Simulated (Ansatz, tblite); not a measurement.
Removing an electron: AsH2(tBu) (C₄H₁₁As). The state is a singlet with charge 0. Geometry: PBE-D4/def2-SVP. Ansatz, gas phase; energy differences of separate SCF runs; the oxidised species was run as a doublet alone.

```
atom   x (Å)   y (Å)   z (Å)
 As1   1.320  -1.501  -0.575
  H2   0.931  -1.376  -2.064
  H3   2.487  -0.508  -0.762
  C4  -0.002  -0.094   0.065
  C5   0.378   0.241   1.516
  C6  -1.394  -0.740   0.013
  C7   0.039   1.166  -0.806
  H8  -0.347   0.970   1.942
  H9   0.367  -0.658   2.165
 H10   1.386   0.699   1.582
 H11  -1.446  -1.664   0.626
 H12  -1.689  -1.001  -1.024
 H13  -2.158  -0.035   0.409
 H14  -0.217   0.944  -1.862
 H15   1.040   1.642  -0.793
 H16  -0.695   1.915  -0.432
```

The xTB rows come from tblite. LC-ωPBE has ω = 0.4 bohr⁻¹. Correlated methods freeze 13 core orbitals; core or outer-core shells of As are correlated, in sets that lack core-valence functions. The rows differ in basis, and correlated rows in double-zeta sets carry the largest basis error.

Estimate orbital energies and vertical ionisation energies at: GFN1-xTB; GFN2-xTB; HF/def2-SVP; PBE-D4/def2-TZVP; PBE0-D4/def2-TZVP; LC-ωPBE/def2-TZVP; MP2/def2-SVP; CCSD/def2-SVP; CCSD(T)/def2-SVP.


```csv
level,−HOMO (eV),vertical IE (eV),−LUMO (eV),HOMO–LUMO gap (eV)
GFN1-xTB,11.15,14.36,5.77,5.38
GFN2-xTB,10.27,13.11,4.50,5.76
HF/def2-SVP,–,8.28,–,–
PBE-D4/def2-TZVP,5.95,8.90,0.62,5.34
PBE0-D4/def2-TZVP,7.02,9.03,-0.21,7.23
LC-ωPBE/def2-TZVP,9.59,9.16,-2.33,11.92
MP2/def2-SVP,–,9.04,–,–
CCSD/def2-SVP,–,9.00,–,–
CCSD(T)/def2-SVP,–,9.01,–,–
```

  Raw xTB energy differences between charge states are shifted by several eV; the methods need an empirical correction for them.
